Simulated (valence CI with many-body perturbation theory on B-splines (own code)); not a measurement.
# Basis-set convergence for Er XLVIII

Computed by valence CI with perturbative core correlation (CI+MBPT): three valence electrons over a frozen Dirac-Fock core [Ar], radial functions for each j: 7 s, 7 p, 8 d, 6 f, 4 g, 1 h, with the one-electron correlation potential Σ1 (screened to all orders), the two-electron term Σ2, the three-electron term Σ3, Breit, model QED; selected single and double excitations, second order for the rest, scaled by the run's own slope (own B-spline code, finite nucleus).

No measured spectrum was set against this ion. As an estimate, large intervals hold to a few tenths of a per cent, small ones and those within an open d or f shell to about a per cent. Only levels of the ground parity were solved; by the run's estimate the other parity begins above the list, which can be wrong where configurations are misplaced.

The reference run has the lowest level (3d3/2^3) J=3/2 and an ionisation energy of 4038.78 eV. Its largest variational space holds 4703 state functions.

Levels are named by their leading jj configuration (3d3/2^4 stands for four electrons in 3d with j = 3/2), which in mixed levels can hold well under half, so a name can repeat and another be missing. Letters in brackets count levels of one name in rising energy.

Changed runs:
A. basis 6 s, 6 p, 5 d, 5 f, 1 g
B. basis 5 s, 5 p, 4 d, 4 f

Excitation energies of the reference run in cm⁻¹, and shifts in cm⁻¹:

```tsv
Level	Reference	A	B
(3d3/2^2 3d5/2) J=5/2 [a]	338295	-238	-396
(3d3/2^2 3d5/2) J=3/2	386124	-71	-17
(3d3/2^2 3d5/2) J=7/2	409774	+7.4	+101
(3d3/2^2 3d5/2) J=9/2	413052	+95	+308
(3d3/2^2 3d5/2) J=1/2	423922	+43	+212
(3d3/2^2 3d5/2) J=5/2 [b]	584265	+271	+597
(3d3/2 3d5/2^2) J=7/2 [a]	742228	-165	-224
(3d3/2 3d5/2^2) J=9/2	773632	-93	-38
(3d3/2 3d5/2^2) J=3/2 [a]	811043	-24	+10
(3d3/2 3d5/2^2) J=1/2	831950	+114	+361
(3d3/2 3d5/2^2) J=11/2	844447	+175	+552
(3d3/2 3d5/2^2) J=5/2 [a]	849441	+87	+278
Ionisation energy (eV)	4038.78	-0.07	-0.10
```
